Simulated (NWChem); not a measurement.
System: SiNH3ClF; SMILES N[Si@H](F)Cl

NWChem input:

```
start job
memory heap 200 mb stack 900 mb global 1100 mb
geometry units angstroms noautosym nocenter noautoz
  N      1.432077    -1.086854    -0.081692
  Si    -0.056559    -0.414592     0.376986
  F     -1.315078    -0.912181    -0.516782
  Cl     0.047587     1.615809     0.086536
  H      1.939575    -0.763262    -0.896654
  H      1.700267    -2.023264     0.196992
  H     -0.376103    -0.758526     1.777403
end
basis spherical
  N library 6-31g*
  Si library 6-31g*
  F library 6-31g*
  Cl library 6-31g*
  H library 6-31g*
end
dft
  xc m06-2x
  iterations 150
end
cosmo
  do_cosmo_smd true
  solvent meg
end
task dft energy
```

Structure relaxed at the PBE0/def2-SVP level. Solvent: ethylene glycol.

Level: M06-2X/6-31G* with SMD (1 M gas to 1 M solution), gas-phase geometry. Reactions with the solvent are ignored.

### Question
Give the results of this calculation. (M06-2X/6-31G* (spherical d), SMD on the gas-phase geometry.) Quantities: solvation free energy (kcal/mol); cavity-dispersion-structure term (kcal/mol); dipole in solution (D).

### Answer
```
Item                                         Value
-------------------------------------------  -----
solvation free energy (kcal/mol)              -4.8
cavity-dispersion-structure term (kcal/mol)    1.6
dipole in solution (D)                        3.56
```
